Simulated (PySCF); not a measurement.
Method: CAM-B3LYP-D3(BJ)/def2-TZVPD (PySCF). All species are isolated molecules in the gas phase. One relaxed conformer stands for a flexible species; it need not be the lowest. 

Reference species (SMILES): `[O-][SiH3]` (charge -1, multiplicity 1).

```
Quantity     Value
--------  --------
HOMO      -2.70 eV
```

Changed species: `O[SiH2-]` (not the most acidic site) (proton removed from Si2; the reference has proton removed from O1).

What does the change do to the HOMO?

the HOMO rises by 1.78 eV, to -0.92 eV.
